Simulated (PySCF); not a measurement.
VOF3, SMILES [O]=[V]([F])([F])[F], multiplicity 1.

Coordinates come from a B3LYP-D3(BJ)/def2-SVP optimisation. The multiplicity is an assumed one; other spin states were not compared.

Computed with PySCF with PBE0/def2-TZVP.

Symmetry labels are those of the subgroup Cs that the program uses (full group C3v).

Computed valence orbital energies around the gap with their symmetry:
```csv
orbital,symmetry,energy (eV)
HOMO−7,A",-14.23
HOMO−6,A',-13.63
HOMO−5,A",-13.17
HOMO−4,A',-13.17
HOMO−3,A",-12.72
HOMO−2,A',-12.07
HOMO−1,A',-11.44
HOMO,A",-11.44
LUMO,A',-4.09
LUMO+1,A",-4.09
LUMO+2,A",-2.64
LUMO+3,A',-2.64
```
